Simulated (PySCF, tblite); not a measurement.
Isomers of C6H10N4Si. Computed with GFN2-xTB (tblite): harmonic, unscaled wavenumbers at the GFN2-xTB geometry, gas phase. Against measured fundamentals such values can be off by several per cent, at times by over 20. Modes of hydrogen on silicon can be 10 to 20 % off. One conformer each.

Electronic energies: PBE0/pcSseg-1 single points on the GFN2-xTB geometries (PySCF, gas phase).

```tsv
SMILES	electronic energy, lowest = 0 (kJ/mol)
C[Si](C)(C)n1ncc(C#N)n1	0.0
C[Si](C)(C)c1[nH]nnc1C#N	59.8
Cc1nn([SiH](C)C)nc1C#N	24.2
```

How do GFN2-xTB zero-point energies change the relative energies?

| SMILES | ZPE (kJ/mol) | of it from modes above 1550 cm⁻¹ | electronic (kJ/mol) | with ZPE, lowest = 0 (kJ/mol) | lowest mode (cm⁻¹) | rings |
| --- | --- | --- | --- | --- | --- | --- |
| C[Si](C)(C)n1ncc(C#N)n1 | 411.8 | 197.3 | 0.0 | 0.0 | 9i | 1 |
| Cc1nn([SiH](C)C)nc1C#N | 406.9 | 191.1 | 24.2 | 19.3 | 11 | 1 |
| C[Si](C)(C)c1[nH]nnc1C#N | 413.5 | 198.6 | 59.8 | 61.4 | 19 | 1 |

The zero-point energies span 6.6 kJ/mol, from `Cc1nn([SiH](C)C)nc1C#N` to `C[Si](C)(C)c1[nH]nnc1C#N`. Slightly imaginary modes are left out of the zero-point energy: `C[Si](C)(C)n1ncc(C#N)n1` 9.0i cm⁻¹. The order is unchanged.

And how do the electronic energies of GFN2-xTB itself compare?

`C[Si](C)(C)n1ncc(C#N)n1` 46.3; `Cc1nn([SiH](C)C)nc1C#N` 0.0; `C[Si](C)(C)c1[nH]nnc1C#N` 133.2 kJ/mol, lowest = 0. Against the energies above, taken from the same isomer `C[Si](C)(C)n1ncc(C#N)n1`, the largest difference is 70.5 kJ/mol.
